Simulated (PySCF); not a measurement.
## How methods differ on the excitation energy of Tl

Tl [Xe] 4f14 5d10 6s2 6p1 (2P) → Tl [Xe] 4f14 5d10 6s1 6p1 6d1 (high-spin determinant), as a difference of total energies. Calculation: PySCF 2.14, in aug-cc-pwCVDZ-PP with ECP60MDF; a scalar-relativistic core potential. Correlated levels: valence: 5s2 5p6 5d10 frozen. The calculations carry no spin-orbit coupling.

| method | excitation energy (eV) |
| --- | --- |
| UHF | 9.666 |
| MP2 (valence) | 10.222 |
| SCS-MP2 (valence) | 10.375 |
| CCSD (valence) | 10.313 |
| CCSD(T) (valence) | 10.277 |

Task: How much does correlation contribute at CCSD(T) (valence)?

Result: 10.277 − (9.666) = 0.611 eV, measured against UHF.

The upper state lies above the first ionisation limit, but in LS coupling its spin forbids autoionisation to the ground ion; at this Z spin-orbit coupling breaks that rule.

The promoted electron is Rydberg-like, and one or two diffuse shells describe it only roughly, which tends to raise the upper state.

The coupled-cluster amplitudes are large for the upper state (T1 above 0.03 or a double amplitude above 0.15), so a single reference is strained.

The determinant of the upper state mixes LS terms, which raises its energy above the lowest term, most at the Hartree-Fock and MP2 levels.
